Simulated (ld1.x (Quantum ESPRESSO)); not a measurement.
**PBE PAW dataset for Ag, scalar-relativistic all-electron reference.**

silver (Ag), PAW, made with ld1.x (Quantum ESPRESSO) 7.5 (PBE, scalar-relativistic). Core [Kr], reference 4d10 5s0 5p1. Waves: 5s (bound, empty): rcut 1.75, rcutus 2.40 bohr; 5s channel at 0.1 Ry: rcut 1.75, rcutus 2.40 bohr; 5p (bound): rcut 2.95, rcutus 3.50 bohr; 5p channel at 0.8 Ry: rcut 2.95, rcutus 3.50 bohr; 4d (bound): rcut 1.50, rcutus 2.10 bohr; 4d channel at 1.3 Ry: rcut 1.50, rcutus 2.10 bohr. Local part: all-electron potential smoothed inside 2.75 bohr (lloc = -2). Core correction: Bessel-smoothed model core inside 1.45 bohr. Augmentation charge: PSQ, inside the norm-conserving radii.

(1) Does this generation succeed?

Results:

(1) No. ld1.x (Quantum ESPRESSO) 7.5 stopped with "new_paw_hamiltonian: negative rho": the spherical valence density built from the smooth waves and the augmentation charge turned negative at some radius.
